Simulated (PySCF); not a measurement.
C8H7F3S.
Bonds: C1–C2 (double), C2–C3, C2–C4, C4–S5 (double), C4–C6, C6–C7 (triple), C7–C8, C8–C9, C9–F10, C9–F11, C9–F12. Hydrogens: H13, H14 on C1; H15, H16, H17 on C3; H18, H19 on C8.

The same species was optimised twice, with GFN2-xTB and with PBE0-D3(BJ)/def2-SVP (PySCF), and the same property calculations (PySCF, gas phase) were run on both structures.

```
      coordinate  GFN2-xTB  PBE0-D3(BJ)/def2-SVP  change
       C2–C4 (Å)     1.454                 1.478  +0.024
       C4–C6 (Å)     1.406                 1.425  +0.019
       C1=C2 (Å)     1.338                 1.348  +0.010
       C6≡C7 (Å)     1.206                 1.215  +0.009
      C9–F10 (Å)     1.342                 1.333  -0.009
      C9–F11 (Å)     1.339                 1.332  -0.007
      C9–F12 (Å)     1.340                 1.334  -0.006
       C8–C9 (Å)     1.523                 1.517  -0.006
       C7–C8 (Å)     1.446                 1.449  +0.003
       C4=S5 (Å)     1.647                 1.645  -0.002
       C2–C3 (Å)     1.494                 1.496  +0.002
    C4–C6–C7 (°)     173.1                 179.8    +6.7
    C7–C8–C9 (°)     110.5                 112.4    +1.9
    C6–C7–C8 (°)     175.6                 177.2    +1.6
    C2–C4–C6 (°)     119.1                 117.8    -1.3
   C8–C9–F10 (°)     111.5                 110.2    -1.3
  F10–C9–F11 (°)     106.7                 108.0    +1.3
  F10–C9–F12 (°)     106.7                 107.9    +1.2
    S5–C4–C6 (°)     117.8                 119.0    +1.2
 C1–C2–C4–S5 (°)       178                   180      +2
C7–C8–C9–F10 (°)       178                   178       0
```

Rotational constants: A = 1687, B = 345.9, C = 303.4 MHz (GFN2-xTB) against A = 1679, B = 345.4, C = 302.8 MHz (PBE0-D3(BJ)/def2-SVP).

On the GFN2-xTB structure: HOMO (eV) -6.58 [PBE0/pcSseg-1]; LUMO (eV) -3.08 [PBE0/pcSseg-1]; dipole (D) 0.92 [PBE0/pcSseg-1]; GIAO shielding of C1 (ppm) 51.6 [PBE0/pcSseg-1]; GIAO shielding of C2 (ppm) 29.6 [PBE0/pcSseg-1]; GIAO shielding of C3 (ppm) 162.5 [PBE0/pcSseg-1]; GIAO shielding of C4 (ppm) -41.3 [PBE0/pcSseg-1]; GIAO shielding of S5 (ppm) -681.8 [PBE0/pcSseg-1]; GIAO shielding of C6 (ppm) 91.4 [PBE0/pcSseg-1]; GIAO shielding of C7 (ppm) 82.8 [PBE0/pcSseg-1]; GIAO shielding of C8 (ppm) 155.9 [PBE0/pcSseg-1].

Task: What do these properties become on the PBE0-D3(BJ)/def2-SVP structure?

Result: 
```
                                    property          level  on GFN2-xTB  on PBE0-D3(BJ)/def2-SVP  change
                                   HOMO (eV)  PBE0/pcSseg-1        -6.58                    -6.62   -0.04
                                   LUMO (eV)  PBE0/pcSseg-1        -3.08                    -3.06   +0.02
                                  dipole (D)  PBE0/pcSseg-1         0.92                     1.21   +0.29
energy, GFN2-xTB geometry as zero (kcal/mol)  PBE0/pcSseg-1          0.0                     -1.1    -1.1
                  GIAO shielding of C1 (ppm)  PBE0/pcSseg-1         51.6                     48.2    -3.4
                  GIAO shielding of C2 (ppm)  PBE0/pcSseg-1         29.6                     26.0    -3.6
                  GIAO shielding of C3 (ppm)  PBE0/pcSseg-1        162.5                    161.4    -1.1
                  GIAO shielding of C4 (ppm)  PBE0/pcSseg-1        -41.3                    -41.7    -0.4
                  GIAO shielding of S5 (ppm)  PBE0/pcSseg-1       -681.8                   -634.9   +46.9
                  GIAO shielding of C6 (ppm)  PBE0/pcSseg-1         91.4                     90.8    -0.6
                  GIAO shielding of C7 (ppm)  PBE0/pcSseg-1         82.8                     89.0    +6.2
                  GIAO shielding of C8 (ppm)  PBE0/pcSseg-1        155.9                    155.1    -0.8
```

The heavy atoms differ by 0.086 Å rms after alignment. Among bonds between heavy atoms C2–C4 changes most (+0.024 Å). Changes are differences of the printed values. Neither structure is proved a minimum here.

Conformer computed: `[CH2:1]=[C:2]([CH3:3])[C:4](=[S:5])[C:6]#[C:7][CH2:8][C:9]([F:10])([F:11])[F:12]`: C1–C2–C4–S5 180°, C7–C8–C9–F10 178°.
